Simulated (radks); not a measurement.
Values are calculated unless marked as measured or tabulated.
Charge is removed step by step from the 2s up level of Li, starting from [He] 2s(up 1, down 0). Level of theory: scalar-relativistic Kohn-Sham, r2SCAN, spin-polarised, spherical densities, finite nucleus; meta-GGA in the generalised Kohn-Sham scheme; Fermi nuclear charge, rms radius 2.444 fm (a radial shooting solver on a logarithmic mesh with Libxc functionals).

| removed (e) | E - E(0) (eV) | eigenvalue (eV) |
|---|---|---|
| 0 | 0.000 | -3.265 |
| 0.125 | 0.445 | -3.850 |
| 0.25 | 0.963 | -4.435 |
| 0.375 | 1.553 | -5.013 |
| 0.5 | 2.215 | -5.576 |
| 0.625 | 2.946 | -6.101 |
| 0.75 | 3.737 | -6.542 |
| 0.875 | 4.573 | -6.791 |

The mean slope of the eigenvalue, de/dn, is 4.03 eV per electron.
